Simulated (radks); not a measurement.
Task: Dy, configuration [Xe] 4f10 6s2. Calculated with a radial shooting solver on a logarithmic mesh with Libxc functionals: scalar-relativistic Kohn-Sham, LDA (Slater exchange, Perdew-Wang correlation), spin-polarised, spherical densities, point nucleus; open shells are filled with parallel spins first (spin-orbit coupling, left out, can overturn this in heavy ions); hard spherical wall at 15 bohr. Some entries of the table are withheld. Estimate them.

| orbital | occ. | eigenvalue (Ry) | r(max) (bohr) |
|---|---|---|---|
| 1s up | 1 | -3940.492 | 0.01339 |
| 1s down | 1 | -3940.492 | 0.01339 |
| 2s up | 1 | -656.2495 | 0.07609 |
| 2s down | 1 | -656.2445 | 0.07609 |
| 2p up | 3 | -582.5120 | 0.06170 |
| 2p down | 3 | -582.5084 | 0.06170 |
| 3s up | 1 | -146.0739 | 0.2157 |
| 3s down | 1 | -145.9555 | 0.2156 |
| 3p up | 3 | -123.4395 | 0.2118 |
| 3p down | 3 | -123.3219 | 0.2118 |
| 3d up | 5 | -94.26614 | 0.1729 |
| 3d down | 5 | -94.17441 | 0.1728 |
| 4s up | 1 | -28.94590 | 0.4941 |
| 4s down | 1 | -28.69606 | 0.4940 |
| 4p up | 3 | -21.48973 | 0.5161 |
| 4p down | 3 | -21.24333 | 0.5160 |
| 4d up | 5 | -11.33606 | 0.5345 |
| 4d down | 5 | -11.09530 | 0.5345 |
| 5s up | 1 | -3.66061 | 1.154 |
| 5s down | 1 | -3.53968 | 1.160 |
| 5p up | 3 | -1.91284 | 1.318 |
| 5p down | 3 | -1.82450 | 1.330 |
| 4f up | 7 | (1) | 0.5374 |
| 6s up | 1 | -0.29055 | 3.378 |
| 6s down | 1 | -0.28205 | 3.432 |
| 4f down | 3 | (2) | 0.5394 |
| 5d up | 0 | -0.10779 | (3) |
| 6p up | 0 | -0.08944 | 4.741 |
| 5d down | 0 | -0.08817 | (4) |
| 6p down | 0 | -0.08634 | 4.821 |
| 7s up | 0 | 0.02615 | 8.904 |
| 7s down | 0 | 0.02814 | 8.966 |

Result: 
(1) 4f up eigenvalue (Ry): -0.33209
(2) 4f down eigenvalue (Ry): -0.12670
(3) 5d up r(max) (bohr): 2.087
(4) 5d down r(max) (bohr): 2.190
